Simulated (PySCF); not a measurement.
Input of a run (PBE0-D3(BJ)/def2-SVP geometry optimisation, gas phase (PySCF 2.14.0)), started from GFN2-xTB:
```
{"job": {"xc": "PBE0", "basis": "def2-SVP", "d3": "d3bj", "grid": 1, "shake": 0.01, "kind": "geom"}, "charge": 1, "multiplicity": 1}
C     -1.752130     2.528620     0.363910
C     -1.368470     1.590370    -0.228770
C     -0.890990     0.436070    -0.957450
N     -0.138660    -0.532910    -0.060140
C     -1.142680    -1.065590     0.916180
C      0.330710    -1.648340    -0.872980
C      0.951620     0.125730     0.692020
C      2.037100     0.772970    -0.170870
H     -2.142840     3.407770     0.876960
H     -1.716010    -0.073850    -1.415950
H     -0.189400     0.761690    -1.721960
H     -1.948590    -1.571050     0.423980
H     -0.679660    -1.751420     1.589770
H     -1.573880    -0.236680     1.517510
H      0.881930    -2.361220    -0.242000
H      0.993130    -1.276930    -1.649070
H     -0.492930    -2.173680    -1.336740
H      0.481860     0.902060     1.329070
H      1.391370    -0.638320     1.337050
H      2.754360     1.172920     0.508950
H      1.626980     1.601070    -0.760740
H      2.522090     0.035100    -0.830050
```

Output (energies in Eh, forces in Eh/bohr):
```
step   0  E = -328.97673746  max force = 0.074731
step   1  E = -328.98555302  max force = 0.006057
step   2  E = -328.98585782  max force = 0.001322
step   3  E = -328.98592162  max force = 0.000883
step   4  E = -328.98595136  max force = 0.000614
step   5  E = -328.98596619  max force = 0.000420
optimisation converged
```

Q: Summarise the run.

A: The energy falls by 24.2 kJ/mol over 6 energy and gradient evaluations, the largest force component goes from 0.0747 to 4.2e-04 Eh/bohr, and the atoms move by 0.073 Å rms after alignment. The bond that changes most is N4–C7 (ammonium nitrogen to sp3 carbon bound to nitrogen), which lengthens by 0.037 Å. Bonds longer at the end by more than 0.005 Å: 11 of 21; shorter: 6. Among the angles that change most is C3–N4–C5, from 106.2° to 109.3°. The energy never rose by more than 1e-6 Eh on the way. The first step brought 96 % of the lowering.

Q: What are the final bond lengths?

A: C1≡C2 1.209 Å, C2–C3 1.449 Å, C3–N4 1.512 Å, N4–C5 1.492 Å, N4–C6 1.489 Å, N4–C7 1.516 Å, C7–C8 1.509 Å, C1–H9 1.078 Å, C3–H10 1.101 Å, C3–H11 1.100 Å, C5–H12 1.097 Å, C5–H13 1.097 Å, C5–H14 1.097 Å, C6–H15 1.097 Å, C6–H16 1.095 Å, C6–H17 1.097 Å, C7–H18 1.098 Å, C7–H19 1.099 Å, C8–H20 1.099 Å, C8–H21 1.099 Å, C8–H22 1.099 Å. Numbering counts from 1 in the input's order; the species is `CC[N+](C)(CC#C)C`.

The run used 182 basis functions and 41 SCF cycles in all.

No frequency check.

Conformer computed: `[CH:1]#[C:2][CH2:3][N+:4]([CH3:5])([CH3:6])[CH2:7][CH3:8]`: C2–C3–N4–C5 65°, C3–N4–C7–C8 -55°.

One conformer stands for the species.
